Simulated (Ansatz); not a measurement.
`[O][GeH2][OH]` radical, relaxed with UKS PBE-D4/def2-SVP in Ansatz from a rough embedded geometry. The force threshold is 0.03 eV/Å; the program also tests the step.

Charge 0, multiplicity 2.

Start:

```xyz
6

O    -1.685    0.734   -0.005
Ge   -0.119    0.013   -0.401
O     0.968    0.314    0.947
H    -0.229   -1.530   -0.571
H     0.483    0.613   -1.697
H     0.581   -0.144    1.727
```

Task: By how much does the energy fall, and how many steps does the optimiser take? (Estimate.)

Result: Ansatz gave: 11.67 kJ/mol, in 5 steps.

Task: Which bonds change most? (An estimate is asked.)

Result: Computed: Ge2–O3 from 1.758 to 1.792 Å; O1–Ge2 from 1.768 to 1.790 Å; Ge2–H4 from 1.557 to 1.565 Å; O3–H6 from 0.983 to 0.976 Å.

Task: Give the relaxed structure. (Estimate.)

Result: Ansatz gave: 
```xyz
6

O    -1.759    0.602   -0.088
Ge   -0.105   -0.007   -0.405
O     1.043    0.282    0.940
H    -0.415   -1.526   -0.616
H     0.557    0.684   -1.619
H     0.679   -0.036    1.788
```
